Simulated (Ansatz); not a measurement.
This Ansatz (a program for electronic structure) input (CCSD(T)/3-21G) gives -25.65547 Eh with 13 basis functions. A basis named .json is the Basis Set Exchange file of that set (core-valence sets with the plain set on hydrogen).

Ansatz 0.2 input:
```yaml
crystal:
  periodic: [false, false, false]
  atoms:
    - {symbol: B, position_ang: [0.14414957, -0.00616732, -0.00768719]}
    - {symbol: H, position_ang: [-0.40731316, -1.05719127, -0.00044344]}
    - {symbol: H, position_ang: [-0.31343467, 1.08802789, 0.03887940]}
basis:
  gaussian:
    orbitals: 3-21G.json
magnetization: {spin_polarized: true, initial_magnetization: 1}
correlation: {method: ccsd_t, electrons: outside_noble_gas}
```

Change:
```diff
- orbitals: 3-21G.json
+ orbitals: STO-3G
```

### Question
What does the run give now?

### Answer
-25.44590 Eh (CCSD(T)/STO-3G, 7 functions), a change of +209.57 mEh.
